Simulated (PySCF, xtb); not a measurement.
diarsenic (As₂), SMILES [As]#[As].

Harmonic wavenumbers (cm⁻¹) from xtb 6.7.1 with GFN2-xTB at its own minimum, in rising order: 503.

Question: What does B3LYP-D3(BJ)/def2-TZVP (PySCF) give at its own minimum? (An estimate is asked for; the answer gives what the named calculation found.)

Answer: 450. Paired by order, the mean absolute difference is 53 cm⁻¹ and the zero-point energies are 0.7 and 0.6 kcal/mol.
